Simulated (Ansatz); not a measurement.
The standard entropy of RbNa (SMILES [Na][Rb]) from a frequency calculation

A linear singlet with charge 0, relaxed at wB97M-V/def2-TZVPD (core potential) (Ansatz 0.2.0):

```xyz
2

Na    0.0000    0.0000   -0.1357
Rb    0.0000    0.0000    3.4138
```

Harmonic wavenumbers in cm⁻¹: 123.

Masses in u: Na 22.99, Rb 85.468. Take T = 298.15 K, p = 1 bar, R = 8.3145 J/(mol K), kT/hc = 207.22 cm⁻¹, rigid rotor and harmonic oscillator.

Question: Compute the standard molar entropy.

Answer: 
1. Translation (Sackur–Tetrode): S = R[3/2 ln M + 5/2 ln T − 1.1517] with M = 108.458 gives 167.3 J/(mol K).
2. Rotation: the moment of inertia is 228.252 u Å², so B = 16.8576/I = 0.0739 cm⁻¹; σ = 1; q = kT/(σhcB) = 2804.1; S = R(ln q + 1) = 74.3.
3. Vibration: with u = ν̃/207.22, each mode gives R[u/(eᵘ − 1) − ln(1 − e⁻ᵘ)]; the sum is 12.8, most from 123 cm⁻¹ (12.8).
4. Spin: R ln 1 = 0.0.
5. Sum: 167.3 + 74.3 + 12.8 + 0.0 = 254.4 J/(mol K).

No measured value is set beside it here.
